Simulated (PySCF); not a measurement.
Estimate the missing entries of this data sheet.

p-phenylenediamine radical cation, C₆H₈N₂ (charge +1 and doublet state).
Numbering: `[NH2:1][c:2]1[cH:3][cH:4][c:5]([NH2:6])[cH:7][cH:8]1` (hydrogens: H9, H10 on N1; H11 on C3; H12 on C4; H13, H14 on N6; H15 on C7; H16 on C8)

Conformer (atom-mapped SMILES and torsion angles): `[NH2:1][c:2]1[cH:3][cH:4][c:5]([NH2:6])[cH:7][cH:8]1`: H–N1–C2–C3 180°, H–N1–C2–C3 0°, H–N6–C5–C4 0°, H–N6–C5–C4 180°.

```csv
property,level,value
point group,PBE0-D3(BJ)/def2-SVP,?
"rotational constants A, B, C",PBE0-D3(BJ)/def2-SVP,?
isotropic g value,"unrestricted B3LYP/IGLO-III on C N, pcH-1 on H, mean-field spin–orbit",?
spin squared ⟨S²⟩,"unrestricted B3LYP/IGLO-III on C N, pcH-1 on H",0.758
largest isotropic hyperfine couplings (means over sets of like nuclei),"unrestricted B3LYP/IGLO-III on C N, pcH-1 on H","1H -20.4 (H9/H10/H13/H14), 14N +10.2 (N1/N6), 1H -5.8 (H11/H12/H15/H16), 13C -1.6 (C3/C4/C7/C8), 13C +0.9 (C2/C5) MHz"
```

The electronic properties come from PySCF, for the isolated species, density fitting. Geometry: PBE0-D3(BJ)/def2-SVP; no solvent, vibrations or thermal averaging.

Q: The point group?

A: D2h.

Q: The rotational constants A, B, C?

A: 5.350, 1.528, 1.188 GHz.

Q: The isotropic g value?

A: 2.00288.

g_iso is shifted by about +560 ppm from the free-electron value 2.002319. With B = h/(8π²I), that is 505.379 GHz u Å² over I, the principal moments of inertia are 94.5, 330.8 and 425.2 u Å² (most abundant isotopes); the inertial defect Ic − Ia − Ib is -0.1 u Å² (zero for a rigid planar frame, negative otherwise). ⟨S²⟩ is 0.008 above the pure-spin value S(S + 1) = 0.75. At 9.50 GHz, hν = g·μB·B₀ (B₀ the magnetic field) puts the centre of the isotropic spectrum, to first order, at 338.9 mT. The rotational constants make it an asymmetric top with κ = (2B − A − C)/(A − C) = -0.84, nearer the prolate limit (−1).
